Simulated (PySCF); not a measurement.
## Dipole response of Cs(41+) (caesium, charge +41)

[Ne] 3s2 3p2, high-spin 3P determinant. Computed with PySCF 2.14 in an uncontracted even-tempered set (18 s from 7.7 bohr⁻², ratio 2.5; 12 p from 10 bohr⁻², ratio 2.5; 4 d from 40 bohr⁻², ratio 2.7; 4 f from 60 bohr⁻², ratio 2.7), with scalar relativity by spin-free X2C-1e. Coupled (time-dependent) response in atomic units; α is the mean over directions.

```
method  mean α (bohr³)                 α xx, yy, zz  C₆ (like pair)      S(−4)
   UHF        0.009825  0.01260, 0.008439, 0.008439       0.0006362  0.0001786
  PBE0        0.009617  0.01244, 0.008208, 0.008208       0.0006158  0.0001719
```

S(−4) is the Cauchy moment in α(ω) = α(0) + S(−4) ω² + …

Spin-orbit coupling is absent.

α(iu) at UHF:

```
u (hartree)  α(iu) (bohr³)
          0       0.009824
      0.900       0.009682
       1.80       0.009284
       3.60       0.008023
       5.40       0.006634
       7.20       0.005434
       9.00       0.004484
       13.5       0.002954
       18.0       0.002123
       27.0       0.001321
       45.0      0.0007623
```

For an ion, C₆ is the dispersion term alone; charge-induced terms of lower order in 1/R come first.

The components differ because the open shell of this determinant is not spherical; for a pure term their mean is the scalar polarisability.

Spin-orbit coupling is strong in this species (close to jj coupling), so the high-spin LS determinant is a model state, not a physical level.
